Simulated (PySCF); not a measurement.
# Computed vibrations of [Yb(NH3)]2+

[Yb(NH3)]2+ (singlet). PySCF 2.14.0, RKS PBE0, Yb def2-SVP with ECP28, N def2-SVP, H def2-SVP; non-relativistic Hamiltonian with scalar-relativistic core potentials where named; density fitting; no spin-orbit coupling. Central differences of gradients.

```xyz
5

Yb    0.0000    0.0000   -0.2225
N     0.0000    0.0000    2.1952
H     0.9327    0.0000    2.6344
H    -0.4664    0.8077    2.6344
H    -0.4663   -0.8078    2.6344
```

Run from Python with OMP_NUM_THREADS=2. Where DIIS fails, smearing, a level shift and second-order steps follow.
It took 47 s on 2 threads of Intel(R) Xeon(R) CPU @ 2.60GHz (Ice Lake), on a shared host.

What are the harmonic wavenumbers and infrared intensities?

Modes are labelled in C3v; negative numbers are unstable modes, those under 60 cm⁻¹ near the noise; a finer grid moves soft modes by up to 10 cm⁻¹.
```json
{"cm⁻¹": "330", "km/mol": "3.9", "symmetry": "a1"}
{"cm⁻¹": "613", "km/mol": "74.5", "symmetry": "e"}
{"cm⁻¹": "613", "km/mol": "74.5", "symmetry": "e"}
{"cm⁻¹": "1378", "km/mol": "136.2", "symmetry": "a1"}
{"cm⁻¹": "1628", "km/mol": "39.0", "symmetry": "e"}
{"cm⁻¹": "1628", "km/mol": "39.0", "symmetry": "e"}
{"cm⁻¹": "3415", "km/mol": "101.7", "symmetry": "a1"}
{"cm⁻¹": "3493", "km/mol": "124.7", "symmetry": "e"}
{"cm⁻¹": "3493", "km/mol": "124.7", "symmetry": "e"}
```

Is this a minimum?

Yes. Ideal gas at 298.15 K and 1 bar: S = 264.9 J/(mol K), Cp = 49.3 J/(mol K), H − H(0 K) = 11.8 kJ/mol (rigid rotor, harmonic modes, spin degeneracy alone).
